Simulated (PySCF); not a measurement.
C₄H₁₂OP₂S.
Structure used (PBE0-D3(BJ)/def2-SVP), in Å, numbered top down from 1:
```
atom  x, y, z in Å
C1    -2.1119   -1.0623   -0.2471
C2    -1.2428   -0.1351   -1.0772
P3    -0.0518    0.9274   -0.1907
O4     0.8553    1.6838   -1.1181
P5    -1.1356    2.3202    1.1665
C6     0.8254   -0.1757    0.9831
S7     1.6568   -1.5470    0.1440
C8     3.0114   -0.6586   -0.6633
H9    -1.5041   -1.8097    0.2855
H10   -2.7131   -0.5151    0.4955
H11   -2.8130   -1.6133   -0.8913
H12   -0.6012   -0.7065   -1.7692
H13   -1.8373    0.5577   -1.6949
H14   -1.7127    3.0063    0.0562
H15   -2.2744    1.4809    1.3756
H16    0.1142   -0.6172    1.6993
H17    1.5419    0.4368    1.5551
H18    3.7521   -0.3217    0.0771
H19    2.6221    0.1984   -1.2303
H20    3.4882   -1.3763   -1.3456
```

Computed with PySCF at PBE0/pcSseg-1, non-relativistic, on one gas-phase PBE0-D3(BJ)/def2-SVP geometry that isn't relaxed in the solvent. The solvent is an IEF-PCM continuum (cavity from Bondi-type radii × 1.2). Specific hydrogen bonds and non-electrostatic terms are outside this model.

| run | E − E(gas) (kJ/mol) | HOMO (eV) | HOMO–LUMO gap (eV) | dipole (D) |
| --- | --- | --- | --- | --- |
| gas | 0.00 | -6.51 | 6.48 | 2.93 |
| P | -30.60 | -6.48 | 6.65 | 3.82 |
| Q | -16.66 | -6.48 | 6.57 | 3.38 |

The runs were made in chloroform and cyclohexane. Which run belongs to which solvent?

P = chloroform, Q = cyclohexane. The dielectric constants are 2.017 (cyclohexane), 4.711 (chloroform), and the energy falls further as ε rises. In this model the ground state sees the solvent through ε alone.

How constant is the ratio of the lowering to (ε − 1)/(2ε + 1)?

| solvent | (ε − 1)/(2ε + 1) | E − E(gas) (kJ/mol) | ratio (kJ/mol) | polarisation term (kJ/mol) |
| --- | --- | --- | --- | --- |
| cyclohexane | 0.202 | -16.66 | -82.5 | -17.79 |
| chloroform | 0.356 | -30.60 | -85.9 | -34.69 |

The ratio changes by +4.2 % in size from cyclohexane to chloroform. The polarisation term is half the interaction of the solute with the induced surface charges.

Time: 44 s wall; peak memory 1.2 GiB. Hardware: an Arm Neoverse V2 with one thread, no GPU (shared host). This is the whole shielding run at PBE0/pcSseg-1 in chloroform, SCF included.
